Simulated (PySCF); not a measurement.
# Working with the constants of HgBr

PBE0 constants of HgBr, ²Σ⁺ (doublet), unpaired electrons σ ↑ (basis Hg cc-pVDZ-PP with ECP60, Br cc-pVDZ-PP with ECP10; scalar-relativistic core potentials; PySCF 2.14; masses 201.9706 and 78.9183 u):

| Item | Value |
| --- | --- |
| ωe | 170.4 cm⁻¹ |
| ωexe | 0.949 cm⁻¹ |
| Be | 0.045177 cm⁻¹ |
| αe | 0.000252 cm⁻¹ |
| De to Hg + Br | 0.86 eV |

(1) What force constant and bond length do these constants imply?

(2) Estimate the centrifugal constant D from the Kratzer relation and find the Dunham coefficient a1.

Spin–orbit coupling is left out, which matters for elements this heavy, above all for dissociation energies. The state is the lowest determinant that a PBE0 search found; another state may lie lower at other levels.

## Answers

(1) Reduced mass μred = 56.746 u; k = 5.8918×10⁻⁷·μred·ωe² (u, cm⁻¹, mdyn/Å) = 0.971 mdyn/Å; Re = √(16.8576/(μred·Be)) (u, cm⁻¹, Å) = 2.564 Å.

(2) D = 4Be³/ωe² = 1.27e-08 cm⁻¹; a1 = −1 − αeωe/(6Be²) = -4.51.
